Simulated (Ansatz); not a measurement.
A structure relaxed at PBE0-D4/def2-TZVP, charge 0, multiplicity 1:

```xyz
11

C    -0.548   -0.151   -1.857
C     0.196   -0.059   -0.605
C     0.297    0.117    0.674
Al   -0.242    0.522    2.449
N     1.570   -0.126   -0.230
H    -0.429   -1.148   -2.293
H    -0.133    0.562   -2.576
H    -1.608    0.053   -1.709
H    -1.745    0.972    2.670
H     0.787    0.365    3.640
H     1.855   -1.107   -0.163
```

Give its formula and SMILES.

C3H6AlN, `CC1=[C]([AlH2])N1`.

Summarise the bond lengths by kind.

2 × C–C 1.296 to 1.459 Å; 3 × C–H 1.090 to 1.095 Å; 2 × C–N 1.426 to 1.581 Å; 1 × Al–C 1.898 Å; 2 × Al–H 1.581 to 1.584 Å; 1 × H–N 1.024 Å.

All numbers were calculated with Ansatz.
